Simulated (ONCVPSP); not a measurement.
**zinc, ONCV: configuration errors across variants**

* Element: Zn
* Generator: ONCVPSP 4.0.1
* Type: optimised norm-conserving Vanderbilt (ONCV)
* Functional: PBEsol
* Relativity: scalar-relativistic
* Frozen core: [Ne] 3s2
* Valence charge: 18
* Reference configuration: 3p6 3d10 4s2
* Partial waves: 4s: rc 1.95 bohr, ncon 4, nbas 8, qcut 3.9 1/bohr, 2 projectors, debl 2.4 Ha; 3p: rc 0.80 bohr, ncon 3, nbas 6, qcut 18.8 1/bohr, 2 projectors, debl 2.2 Ha; 3d: rc 1.10 bohr, ncon 4, nbas 9, qcut 16.4 1/bohr, 1 projector
* Local potential: polynomial inside 0.50 bohr (lpopt 3, dvloc0 6 Ha)
* Core correction: Teter function, fcfact 2.25, rcfact 1.75

In the p channel the program set the typed energies aside and used -3.060, 0.250 Ha.

All-electron excitation energies from the reference (eV): (1) 3p6 3d10 4s1 9.900; (2) 3p6 3d10 4s0 28.249; (3) 3p6 3d9 4s0 68.758; (4) 3p6 3d10 4s0 4p1 16.259.

2 further variants failed, have other tests or too few solved ones, and are left out.

A true bound ghost makes a file unfit for plane-wave use even where its test errors are small: the radial tests pick states by their node count and pass the ghost by.

Errors AE − PS in meV (a dash: test not solved or not reliable):

| change | (1) | (2) | (3) | (4) | bound ghosts | GHOST(+) flags above zero |
| --- | --- | --- | --- | --- | --- | --- |
| base | -7.7 | -43 | +65 | -34 | s | none |
| s: qcut 2.6; p: qcut 12.5; d: qcut 10.9 | -4.5 | -24 | -11 | -23 | s | none |
| s: qcut 3.6; p: qcut 17.4; d: qcut 15.2 | -7.2 | -40 | +53 | -33 | s | none |
| s: qcut 4; p: qcut 19.5; d: qcut 17 | -7.9 | -44 | +68 | -35 | s | none |
| s: qcut 4.4; p: qcut 21.4; d: qcut 18.7 | -8.2 | -47 | +79 | -36 | s | none |

Question: Give the same row for: s: qcut 3.1; p: qcut 15; d: qcut 13.1.

Answer: -6.1, -34, +24, -29; bound ghosts: s; GHOST(+) flags above zero: none.
